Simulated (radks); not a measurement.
Task: The mean radii <r> (bohr) of the occupied orbitals of an atom or ion are listed with their occupations. Calculated with a radial shooting solver on a logarithmic mesh with Libxc functionals: Dirac Kohn-Sham, BLYP, spin-unpolarised, spherical densities, finite nucleus; Fermi nuclear charge, rms radius of each element as measured or else 0.836 A^(1/3) + 0.57 fm.

| orbital | occ. | <r> |
|---|---|---|
| 1s1/2 | 2 | 0.2692 |
| 2s1/2 | 1 | 1.282 |

Name the element and its charge. Open shells, if any, fill j = l - 1/2 first.

Result: Z = 6, carbon, charge +3: C3+ in [He] 2s1. The 1s radius gives Z: for a bare nucleus <r> = (2 gamma + 1)/(2Z) with gamma = sqrt(1 - (Z/c)^2), 0.2498 bohr for Z = 6, and screening makes it slightly larger (0.2692 here). The occupations add up to 3, and the charge is Z minus that.
